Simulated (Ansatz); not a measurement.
C3H6O3, charge +1, sextet, at a GFN2-xTB geometry of the parent state (a state made from the parent by changing its charge; the spin is typed, not shown lowest); SVWN5/def2-SVP (Ansatz, a first-principles code).

Ansatz was given this input:
Ansatz 0.2 input:
```yaml
crystal:
  periodic: [false, false, false]
  atoms:
    - {symbol: C, position_ang: [2.33990285, 0.02941708, 0.04714786]}
    - {symbol: O, position_ang: [1.11216933, -0.60569714, 0.10534414]}
    - {symbol: C, position_ang: [-0.00671483, 0.13926615, -0.00330296]}
    - {symbol: O, position_ang: [-0.06143046, 1.31624464, -0.13731416]}
    - {symbol: O, position_ang: [-1.05132865, -0.71099533, 0.06388082]}
    - {symbol: C, position_ang: [-2.33179129, -0.19795586, -0.04238490]}
    - {symbol: H, position_ang: [2.26312278, 1.10441969, 0.25431416]}
    - {symbol: H, position_ang: [3.01653692, -0.51791034, 0.72250398]}
    - {symbol: H, position_ang: [2.79796641, -0.10367022, -0.95399900]}
    - {symbol: H, position_ang: [-2.97741663, -0.80963811, 0.60763019]}
    - {symbol: H, position_ang: [-2.73616648, -0.37301836, -1.06006036]}
    - {symbol: H, position_ang: [-2.36770519, 0.87903572, 0.16556459]}
basis:
  gaussian:
    orbitals: def2-SVP
hamiltonian:
  xc: {name: SVWN5}
total_charge: 1
magnetization: {spin_polarized: false, initial_magnetization: 5}
```

Output, abridged:

```
Functional definition: SVWN5
1251 factors; their error is unknown
mean field evaluation 1: about -9231.3617 eV, gradient 7.0e1 eV
mean field evaluation 2: about -9190.0054 eV, gradient 1.2e2 eV
mean field evaluation 4: about -9242.6701 eV, gradient 2.1e1 eV
mean field evaluation 8: about -9244.3521 eV, gradient 6.3e0 eV
mean field evaluation 16: about -9244.5292 eV, gradient 1.3e-1 eV
mean field evaluation 32: about -9231.3150 eV, gradient 7.0e1 eV
mean field evaluation 64: about -9242.7033 eV, gradient 1.1e1 eV
mean field evaluation 96: about -9240.3616 eV, gradient 2.6e1 eV
mean field evaluation 128: about -9243.1348 eV, gradient 4.8e-1 eV
mean field evaluation 160: about -9226.5805 eV, gradient 5.8e1 eV
mean field -9244.48347677 eV, -339.7285016354 hartree, gradient 1.8e-6 eV, S^2 8.750000; 11 other end points of the search recorded, 0 dependent functions left out
reference -9244.48350944 eV, -339.7285028359 hartree; 26, 21 occupied and 88, 93 virtual orbitals, 1251 factors
Total energy: -9244.48350944 eV, -339.7285028359 hartree
```
